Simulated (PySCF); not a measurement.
**MgTe at r²SCAN**

Computed with r²SCAN; Mg x2c-SVPall, Te x2c-SVPall; spin-free X2C with a Gaussian nucleus (PySCF 2.14).

For MgTe, the state is ¹Σ⁺ (singlet), closed shell, the bond length is 2.461 Å and the harmonic wavenumber is 372 cm⁻¹. The force constant is 1.65 mdyn/Å. The rotational constant Be is 0.1375 cm⁻¹. The anharmonicity ωexe is 1.26 cm⁻¹, the vibration–rotation constant αe is 0.000618 cm⁻¹ and the well depth De to Mg + Te is 158 kJ/mol. The dissociation energy D0 is 155 kJ/mol. The HOMO–LUMO gap is 0.54 eV and the bond order (Mayer) is 2.26. The dipole moment (positive dipole means Mg(−)Te(+)) is -6.51 D.

Spin–orbit coupling is left out, which matters for elements this heavy, above all for dissociation energies.
